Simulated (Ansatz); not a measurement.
Isolated molecules relaxed with PBE0-D4/def2-TZVP in Ansatz; ΔE leaves out vibrations. CCSD(T)/CBS adds triple-zeta CCSD(T) − MP2 to the extrapolated MP2 energy (def2 sets, frozen cores). This one scheme is used for every species. Functionals use def2-TZVPP. B3LYP here is the variant with VWN-RPA as its local correlation; programs differ in this. HSE06 is defined as in plane-wave codes. For Ge outer-core shells are correlated without core-valence functions, which leaves a few kJ/mol of doubt a bond. Scalar relativity is left out up to krypton. Each species was taken in one conformer, which may not be the lowest.

`O[SiH2][O][GeH3]` → `[OH][GeH3]` + `O[SiH]`  (silylene formation by 1,1-elimination)

`O[SiH2][O][GeH3]`:

```xyz
10

O     1.895    0.531    0.851
Si    1.251   -0.029   -0.554
O    -0.217   -0.702   -0.354
Ge   -1.789   -0.060    0.178
H     2.183   -0.115    1.497
H     2.111   -1.086   -1.141
H     1.166    1.173   -1.417
H    -1.862   -0.193    1.707
H    -2.847   -0.930   -0.510
H    -1.891    1.411   -0.258
```

`[OH][GeH3]`:

Cartesian coordinates in Å:
```
O -0.935 -0.890 0.464
Ge 0.363 0.125 -0.215
H -1.580 -0.383 0.960
H 1.269 -0.863 -0.954
H 1.119 0.841 0.922
H -0.236 1.170 -1.176
```

`O[SiH]`:

Cartesian coordinates in Å:
```
O 0.050 0.754 0.181
Si -0.370 -0.765 -0.331
H -0.617 1.424 0.013
H 0.937 -1.413 0.137
```

```csv
level,ΔE (kJ/mol),difference from CCSD(T)/CBS
LDA (SPW92),320.0,5.7
PBE-D4,293.4,-20.9
revPBE-D4,288.9,-25.4
BLYP-D4,288.2,-26.1
r2SCAN-D4,325.9,11.6
B97M-V,310.1,-4.2
PBE0-D4,313.1,-1.2
B3LYP-D4,306.7,-7.6
r2SCANh-D4,329.3,15.0
r2SCAN0-D4,334.1,19.8
HSE06-D4,312.6,-1.7
BHLYP-D4,330.3,16.0
ωB97X-V,320.2,5.9
ωB97M-V,305.6,-8.7
PBE,284.8,-29.5
revPBE,268.8,-45.5
BLYP,270.6,-43.7
r2SCAN,323.6,9.3
PBE0,305.5,-8.8
B3LYP,292.9,-21.4
r2SCANh,326.7,12.4
r2SCAN0,331.3,17.0
HSE06,305.4,-8.9
BHLYP,318.3,4.0
CAM-B3LYP,310.6,-3.7
LC-ωPBE,322.0,7.7
RPA@PBE/def2-TZVPP,290.6,-23.7
MP2/def2-SVP,312.2,-2.1
CCSD(T)/def2-SVP,292.2,-22.1
HF/def2-TZVPP,322.6,8.3
MP2/def2-TZVPP,327.0,12.7
SCS-MP2/def2-TZVPP,319.5,5.2
CCSD/def2-TZVPP,310.0,-4.3
CCSD(T)/def2-TZVPP,309.3,-5.0
HF/def2-QZVPP,324.2,9.9
MP2/def2-QZVPP,330.4,16.1
SCS-MP2/def2-QZVPP,323.2,8.9
HF/CBS(def2),324.4,10.1
MP2/CBS(def2),332.0,17.7
CCSD/CBS(def2),315.0,0.7
CCSD(T)/CBS,314.3,0
```

Task: What do rigid-rotor, harmonic-oscillator terms from PBE0-D4/def2-TZVP frequencies (298.15 K, 1 bar) make of the CCSD(T)/CBS value? (Estimate.)

Result: Ansatz gave: ΔZPE = -5.9 kJ/mol, ΔH = +310.9 kJ/mol, ΔS = 150 J/(mol·K), ΔG = +266.1 kJ/mol. Modes under 50 cm⁻¹ make the entropy rough.

Largest T1 diagnostic among the species: 0.016.

The D4 term adds +13.8 kJ/mol with B3LYP and +7.6 kJ/mol with PBE0; it sums over pairs of atoms, weighted by their polarisabilities, and B3LYP, whose exchange is more repulsive, gets the larger term. From BLYP to BHLYP (50 % exact exchange), in def2-TZVPP and without D4, ΔE moves by +47.6 kJ/mol. Leaving LDA and LC-ωPBE aside and taking each functional with its dispersion term where it has one, the values spread over 45.9 kJ/mol, from BLYP-D4 to r2SCAN0-D4. LDA lies +35.2 kJ/mol from PBE without D4.
